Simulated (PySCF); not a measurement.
An unknown shows these calculated signals:

$^{1}$H NMR (400 MHz, computed): δ 7.92 (s, 1H), 7.79 (m, 1H), 7.79 (m, 1H), 7.70 (m, 1H).

$^{13}$C{$^{1}$H} NMR (computed): δ 147.4 (C), 140.2 (CH), 138.9 (CH), 137.5 (CH), 135.7 (CH), 123.5 (C), 119.2 (C).

Isolated molecule, non-relativistic, a single conformation. NMR shieldings at PBE0/pcSseg-1/GIAO; structure optimised with GFN2-xTB; PySCF 2.14.

References, each an isolated molecule treated in the same way: $^{1}$H (31.72 ppm), $^{13}$C (186.93 ppm) against TMS.

Q: Which of these does the molecule contain: a non-aromatic C=C double bond, a benzene ring, a nitrile, a CH3CH2 unit, a carboxylic acid?

A: 
- A non-aromatic C=C double bond: no.
- A benzene ring: yes.
- A nitrile: yes (δC 123.5).
- A CH3CH2 unit: no.
- A carboxylic acid: no.

The data belong to 3-Chlorobenzonitrile, C₇H₄ClN; they needn't prove each group on their own.

Carbon signals by region: 7 in the sp2 and nitrile region (100–160 ppm).

Carbons that carry Cl, above all several Cl atoms, come out too deshielded, partly because spin–orbit coupling is missing. Shifts are as computed. Against solution values, carbons near 30 ppm lie about +3 ppm off and those near 130 ppm about +5 ppm; carbons on Cl a further +6 ppm. Of 1211 compounds with measured shifts, 218 miss one by over three times the rms of a fit or turn the order of signals round; such compounds aren't used in these exercises. Multiplicities follow the n + 1 count of equivalent neighbours, as no J values were calculated; m marks all less simple cases, F and P coupling included.
